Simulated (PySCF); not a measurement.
Members of one series of related molecules.

All values: PBE0/def2-SVPD (PySCF) at GFN2-xTB geometries, gas phase, one conformer each. Core orbitals are frozen in the response; Δα² is half the sum of the squared differences of the principal polarisabilities.

**Question.** Rank by dipole moment, lowest first.
A. `[CH3:1][O:2][Si:3]([NH2:4])([NH2:5])[OH:6]` with C1–O2–Si3–N4 172°, O2–Si3–N4–H 63° and -67°, O2–Si3–N5–H -47° and 180°, O2–Si3–O6–H 179°
B. `[CH3:1][O:2][Si@H:3]([NH2:4])[OH:5]` with C1–O2–Si3–N4 169°, O2–Si3–N4–H -68° and 64°, O2–Si3–O5–H 170°
C. `[CH3:1][O:2][Si@@:3]([NH2:4])([OH:5])[C:6](=[O:7])[OH:8]` with C1–O2–Si3–N4 58°, O2–Si3–N4–H 56° and -170°, O2–Si3–O5–H 39°, O2–Si3–C6–O7 -172°, Si3–C6–O8–H 180°
D. `[CH3:1][O:2][Si@:3]([NH2:4])([OH:5])[NH:6][CH:7]=[O:8]` with C1–O2–Si3–N4 -53°, O2–Si3–N4–H 58° and -168°, O2–Si3–O5–H 52°, O2–Si3–N6–C7 -70°, Si3–N6–C7–O8 0°

**Answer.** B (0.40 D), A (1.42 D), D (1.71 D), C (2.13 D).

**Question.** Rank by HOMO–LUMO gap, lowest first.
A. `CO[Si@](N)(O)NC=O`
B. `O[Si@](N)(OC)C(O)=O`
C. `O[Si@H](OC)N`

**Answer.** B (7.07 eV), A (7.59 eV), C (8.21 eV).

**Question.** Rank by mean static polarisability, highest first.
A. `CO[Si@H](N)O`
B. `CO[Si](N)(N)O`
C. `O=CN[Si@@](O)(OC)N`
D. `CO[Si@@](N)(O)C(=O)O`

**Answer.** C (10.77 Å³), D (10.47 Å³), B (8.95 Å³), A (7.94 Å³).

All values together:

| SMILES | change | formula | μ (D) | HOMO (eV) | LUMO (eV) | α (Å³) | Δα (Å³) | electrons | α per electron (Å³) |
| --- | --- | --- | --- | --- | --- | --- | --- | --- | --- |
| CO[Si@H](N)O | parent | CH7NO2Si | 0.40 | -7.79 | 0.42 | 7.94 | 1.61 | 50 | 0.159 |
| CO[Si@@](N)(O)C(=O)O | H on Si replaced by COOH | C2H7NO4Si | 2.13 | -7.71 | -0.65 | 10.47 | 1.92 | 72 | 0.145 |
| CO[Si@](N)(O)NC=O | H on Si replaced by NHCHO | C2H8N2O3Si | 1.71 | -7.48 | 0.11 | 10.77 | 1.84 | 72 | 0.150 |
| CO[Si](N)(N)O | H on Si replaced by NH2 | CH8N2O2Si | 1.42 | -7.46 | 0.11 | 8.95 | 1.30 | 58 | 0.154 |

Conformers: `[CH3:1][O:2][Si@H:3]([NH2:4])[OH:5]` with C1–O2–Si3–N4 169°, O2–Si3–N4–H -68° and 64°, O2–Si3–O5–H 170°; `[CH3:1][O:2][Si@@:3]([NH2:4])([OH:5])[C:6](=[O:7])[OH:8]` with C1–O2–Si3–N4 58°, O2–Si3–N4–H 56° and -170°, O2–Si3–O5–H 39°, O2–Si3–C6–O7 -172°, Si3–C6–O8–H 180°; `[CH3:1][O:2][Si@:3]([NH2:4])([OH:5])[NH:6][CH:7]=[O:8]` with C1–O2–Si3–N4 -53°, O2–Si3–N4–H 58° and -168°, O2–Si3–O5–H 52°, O2–Si3–N6–C7 -70°, Si3–N6–C7–O8 0°; `[CH3:1][O:2][Si:3]([NH2:4])([NH2:5])[OH:6]` with C1–O2–Si3–N4 172°, O2–Si3–N4–H 63° and -67°, O2–Si3–N5–H -47° and 180°, O2–Si3–O6–H 179°.

**Question.** Give the shifts from the parent, `CO[Si@H](N)O`.

**Answer.** 
| SMILES | change in μ (D) | change in HOMO (eV) | change in LUMO (eV) | change in mean α (Å³) |
| --- | --- | --- | --- | --- |
| CO[Si@@](N)(O)C(=O)O | +1.73 | +0.08 | -1.07 | +2.53 |
| CO[Si@](N)(O)NC=O | +1.31 | +0.31 | -0.31 | +2.83 |
| CO[Si](N)(N)O | +1.02 | +0.33 | -0.31 | +1.01 |
